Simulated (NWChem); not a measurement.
System: CuH₂OBr; SMILES [OH2]->[Cu][Br]

The following NWChem deck was run.

```
start job
memory heap 200 mb stack 900 mb global 1100 mb
geometry units angstroms noautoz
  Cu    -0.030190    -0.608431     0.378285
  Br     0.008362     1.267752    -0.789110
  O     -0.011631    -2.274354     1.412263
  H      0.331037    -2.220771     2.312944
  H      0.429946    -3.027809     1.001261
end
basis spherical
  * library def2-svp
end
dft
  xc xcamb88 1.00 lyp 0.81 vwn_5 0.19 hfexch 1.00
  cam 0.33 cam_alpha 0.19 cam_beta 0.46
  iterations 150
  vectors input atomic output neutral.movecs
end
task dft energy
charge 1
dft
  odft
  mult 2
  vectors input atomic output cation.movecs
end
task dft energy
```

NWChem printed, in part:

```
             Northwest Computational Chemistry Package (NWChem) 7.3.0
             --------------------------------------------------------

 C1  symmetry detected

                             Geometry "geometry" -> ""
                             -------------------------

 Output coordinates in angstroms (scale by  1.889725989 to convert to a.u.)

  No.       Tag          Charge          X              Y              Z
 ---- ---------------- ---------- -------------- -------------- --------------
    1 Cu                  29.0000     0.00172260     0.76870360    -0.02998539
    2 Br                  35.0000    -0.00048078    -1.44108134     0.00473752
    3 O                    8.0000    -0.00228279     2.72938434    -0.00832051
    4 H                    1.0000     0.76415831     3.15923570     0.39082183
    5 H                    1.0000    -0.77902408     3.15113217     0.37950555

 Effective nuclear repulsion energy (a.u.)     370.2814047323

                                 NWChem DFT Module
                                 -----------------

 Summary of "ao basis" -> "ao basis" (spherical)
 ------------------------------------------------------------------------------
       Tag                 Description            Shells   Functions and Types
 ---------------- ------------------------------  ------  ---------------------
 Cu                         def2-svp                11       31   5s3p2d1f
 Br                         def2-svp                12       32   5s4p3d
 O                          def2-svp                 6       14   3s2p1d
 H                          def2-svp                 3        5   2s1p

            General Information
            -------------------
          SCF calculation type: DFT
          Wavefunction type:  closed shell.
          No. of atoms     :     5
          No. of electrons :    74
           Alpha electrons :    37
            Beta electrons :    37
          Charge           :     0
          Spin multiplicity:     1
          Use of symmetry is: off; symmetry adaption is: off
          Maximum number of iterations: 150
          AO basis - number of functions:    87
                     number of shells:    35
          Convergence on energy requested:  1.00D-06
          Convergence on density requested:  1.00D-05
          Convergence on gradient requested:  5.00D-04

              XC Information
              --------------
                     Hartree-Fock (Exact) Exchange  1.000
                   CAM-Becke88 Exchange Functional  1.000
                      VWN V Correlation Functional  0.190 local
              Lee-Yang-Parr Correlation Functional  0.810

           Range-Separation Parameters
           ---------------------------
           Alpha           :  0.19
           Beta            :  0.46
           Gamma           :  0.33
           Short-Range HF  :     F

             Grid Information
             ----------------
          Grid used for XC integration:  medium
          Radial quadrature: Mura-Knowles
          Angular quadrature: Lebedev.
          Tag              B.-S. Rad. Rad. Pts. Rad. Cut. Ang. Pts.
          ---              ---------- --------- --------- ---------
          Cu                  1.35      112           8.0       590
          Br                  1.15      112          12.0       590
          O                   0.60       49          11.0       434
          H                   0.35       45          12.0       434
          Grid pruning is: on
          Number of quadrature shells:   363
          Spatial weights used:  Erf1

      Superposition of Atomic Density Guess
      -------------------------------------

 Sum of atomic energies:       -4286.46074637

      Non-variational initial energy
      ------------------------------

 Total energy =   -4286.733751
 1-e energy   =   -6706.675871
 2-e energy   =    2049.660715
 HOMO         =      -0.403013
 LUMO         =      -0.085599

   convergence    iter        energy       DeltaE   RMS-Dens  Diis-err
 ---------------- ----- ----------------- --------- --------- ---------
 d= 0,ls=0.0,diis     1  -4290.5906252174 -4.66D+03  3.11D-02  2.15D+00
 d= 0,ls=0.5,diis     2  -4289.2876947278  1.30D+00  1.19D-02  2.23D+01
 d= 0,ls=0.5,diis     3  -4290.4755953210 -1.19D+00  7.11D-03  3.52D+00
 d= 0,ls=0.5,diis     4  -4290.7140390484 -2.38D-01  3.89D-03  3.77D-01
 d= 0,ls=0.5,diis     5  -4290.7540593573 -4.00D-02  2.28D-03  3.20D-02
  Resetting Diis
 d= 0,ls=0.5,diis     6  -4290.7631250878 -9.07D-03  1.79D-03  7.61D-03
 d= 0,ls=0.5,diis     7  -4290.7671395401 -4.01D-03  1.15D-03  7.69D-03
 d= 0,ls=0.5,diis     8  -4290.7686225041 -1.48D-03  6.37D-04  9.91D-03
 d= 0,ls=0.5,diis     9  -4290.7697126929 -1.09D-03  6.52D-04  3.07D-03
 d= 0,ls=0.5,diis    10  -4290.7703959904 -6.83D-04  4.62D-04  4.28D-04
 d= 0,ls=0.5,diis    11  -4290.7706433115 -2.47D-04  3.00D-04  5.58D-04
 d= 0,ls=0.5,diis    12  -4290.7707672272 -1.24D-04  2.11D-04  3.70D-04
 d= 0,ls=0.5,diis    13  -4290.7708329232 -6.57D-05  1.50D-04  1.72D-04
 d= 0,ls=0.5,diis    14  -4290.7708645327 -3.16D-05  1.02D-04  6.70D-05
 d= 0,ls=0.5,diis    15  -4290.7708777301 -1.32D-05  6.78D-05  3.11D-05
 d= 0,ls=0.5,diis    16  -4290.7708835591 -5.83D-06  4.37D-05  1.26D-05
 d= 0,ls=0.5,diis    17  -4290.7708859520 -2.39D-06  2.91D-05  5.06D-06
 d= 0,ls=0.5,diis    18  -4290.7708869711 -1.02D-06  1.88D-05  1.91D-06
 d= 0,ls=0.5,diis    19  -4290.7708873810 -4.10D-07  1.21D-05  7.93D-07
 d= 0,ls=0.5,diis    20  -4290.7708875518 -1.71D-07  7.89D-06  3.20D-07

         Total DFT energy =    -4290.770887622601
      One electron energy =    -6715.954083650357
           Coulomb energy =     2223.029550227249
    Exchange-Corr. energy =     -168.127758931752
 Nuclear repulsion energy =      370.281404732259

 Numeric. integr. density =       74.000000805408

                       DFT Final Molecular Orbital Analysis
                       ------------------------------------

 Vector   35  Occ=2.000000D+00  E=-2.926090D-01
              MO Center=  8.1D-04,  1.3D-01, -9.1D-03, r^2= 2.2D+00
   Bfn.  Coefficient  Atom+Function         Bfn.  Coefficient  Atom+Function
  ----- ------------  ---------------      ----- ------------  ---------------
     4      0.500744  1 Cu s                 19      0.496839  1 Cu d  2
    17      0.303259  1 Cu d  0              44      0.269261  2 Br py
    47      0.266631  2 Br py                 3     -0.220649  1 Cu s
    41     -0.181470  2 Br py                24      0.177272  1 Cu d  2
    36     -0.119580  2 Br s                 22      0.107648  1 Cu d  0

 Vector   36  Occ=2.000000D+00  E=-2.705371D-01
              MO Center=  2.0D-04, -1.0D+00, -1.5D-03, r^2= 2.1D+00
   Bfn.  Coefficient  Atom+Function         Bfn.  Coefficient  Atom+Function
  ----- ------------  ---------------      ----- ------------  ---------------
    46      0.565699  2 Br px                43      0.476497  2 Br px
    15      0.363206  1 Cu d -2              40     -0.320894  2 Br px
    20      0.126464  1 Cu d -2              37      0.104337  2 Br px
    12      0.095354  1 Cu px                 9     -0.044979  1 Cu px
    78     -0.027597  4 H  s                 83      0.027468  5 H  s

 Vector   37  Occ=2.000000D+00  E=-2.692548D-01
              MO Center=  2.9D-06, -9.8D-01, -8.8D-03, r^2= 2.1D+00
   Bfn.  Coefficient  Atom+Function         Bfn.  Coefficient  Atom+Function
  ----- ------------  ---------------      ----- ------------  ---------------
    48      0.561107  2 Br pz                45      0.472209  2 Br pz
    16      0.381314  1 Cu d -1              42     -0.317932  2 Br pz
    21      0.132116  1 Cu d -1              39      0.103370  2 Br pz
    14      0.085761  1 Cu pz                69     -0.050050  3 O  pz
    11     -0.041288  1 Cu pz                72     -0.029170  3 O  pz

 Vector   38  Occ=0.000000D+00  E=-9.068247D-03
              MO Center= -3.6D-03,  2.1D+00,  2.6D-01, r^2= 6.4D+00
   Bfn.  Coefficient  Atom+Function         Bfn.  Coefficient  Atom+Function
  ----- ------------  ---------------      ----- ------------  ---------------
     5      0.798828  1 Cu s                 66     -0.673900  3 O  s
    79      0.444981  4 H  s                 84      0.444392  5 H  s
    36     -0.239913  2 Br s                 65     -0.201067  3 O  s
    19     -0.190959  1 Cu d  2              47     -0.188736  2 Br py
     4     -0.126236  1 Cu s                 72     -0.126611  3 O  pz

 Vector   39  Occ=0.000000D+00  E= 8.459318D-02
              MO Center=  1.9D-03,  1.7D+00,  1.1D-01, r^2= 8.2D+00
   Bfn.  Coefficient  Atom+Function         Bfn.  Coefficient  Atom+Function
  ----- ------------  ---------------      ----- ------------  ---------------
     5      1.167437  1 Cu s                 79     -0.805159  4 H  s
    84     -0.803869  5 H  s                 66      0.691665  3 O  s
    71      0.292142  3 O  py                36     -0.229938  2 Br s
    68      0.219789  3 O  py                72      0.199157  3 O  pz
    35     -0.188637  2 Br s                 47     -0.180790  2 Br py

 Vector   40  Occ=0.000000D+00  E= 9.957427D-02
              MO Center= -8.1D-03,  3.1D+00,  4.4D-01, r^2= 3.5D+00
   Bfn.  Coefficient  Atom+Function         Bfn.  Coefficient  Atom+Function
  ----- ------------  ---------------      ----- ------------  ---------------
    79      1.244821  4 H  s                 84     -1.244830  5 H  s
    70     -0.584893  3 O  px                67     -0.358389  3 O  px
    12      0.166503  1 Cu px                78      0.103517  4 H  s
    83     -0.103541  5 H  s                  9     -0.056489  1 Cu px
    46     -0.038157  2 Br px                43     -0.029542  2 Br px

     Multipole analysis of the density
     ---------------------------------

     L   x y z        total         alpha         beta         nuclear
     -   - - -        -----         -----         ----         -------
     0   0 0 0     -0.000000    -37.000000    -37.000000     74.000000

     1   1 0 0     -0.006430     -0.003215     -0.003215      0.000000
     1   0 1 0      3.417737      1.708869      1.708869      0.000000
     1   0 0 1      0.529346      0.264673      0.264673      0.000000

     2   2 0 0    -26.193792    -15.223380    -15.223380      4.252967
     2   1 1 0     -0.039307      0.030066      0.030066     -0.099439
     2   1 0 1      0.006970      0.000664      0.000664      0.005643
     2   0 2 0    -16.569262   -310.625231   -310.625231    604.681200
     2   0 1 1      3.578376     -0.606094     -0.606094      4.790565
     2   0 0 2    -27.963877    -14.560773    -14.560773      1.157668

                                 NWChem DFT Module
                                 -----------------

            General Information
            -------------------
          SCF calculation type: DFT
          Wavefunction type:  spin polarized.
          No. of atoms     :     5
          No. of electrons :    73
           Alpha electrons :    37
            Beta electrons :    36
          Charge           :     1
          Spin multiplicity:     2
          Use of symmetry is: off; symmetry adaption is: off
          Maximum number of iterations: 150
          This is a Direct SCF calculation.
          AO basis - number of functions:    87
                     number of shells:    35
          Convergence on energy requested:  1.00D-06
          Convergence on density requested:  1.00D-05
          Convergence on gradient requested:  5.00D-04

              XC Information
              --------------
                     Hartree-Fock (Exact) Exchange  1.000
                   CAM-Becke88 Exchange Functional  1.000
                      VWN V Correlation Functional  0.190 local
              Lee-Yang-Parr Correlation Functional  0.810

           Range-Separation Parameters
           ---------------------------
           Alpha           :  0.19
           Beta            :  0.46
           Gamma           :  0.33
           Short-Range HF  :     F

             Grid Information
             ----------------
          Grid used for XC integration:  medium
          Radial quadrature: Mura-Knowles
          Angular quadrature: Lebedev.
          Tag              B.-S. Rad. Rad. Pts. Rad. Cut. Ang. Pts.
          ---              ---------- --------- --------- ---------
          Cu                  1.35      112           8.0       590
          Br                  1.15      112          12.0       590
          O                   0.60       49          11.0       434
          H                   0.35       45          12.0       434
          Grid pruning is: on
          Number of quadrature shells:   363
          Spatial weights used:  Erf1

      Superposition of Atomic Density Guess
      -------------------------------------

 Sum of atomic energies:       -4286.46074637

 Renormalizing density from      74.00 to     73

      Non-variational initial energy
      ------------------------------

 Total energy =   -4251.124932
 1-e energy   =   -6616.045116
 2-e energy   =    1994.638778
 HOMO         =      -0.765415
 LUMO         =      -0.373736

[...]
```

Level: CAM-B3LYP/def2-SVP, vertical spin-unrestricted ions. Geometry: optimised at PBE0/def2-SVP.
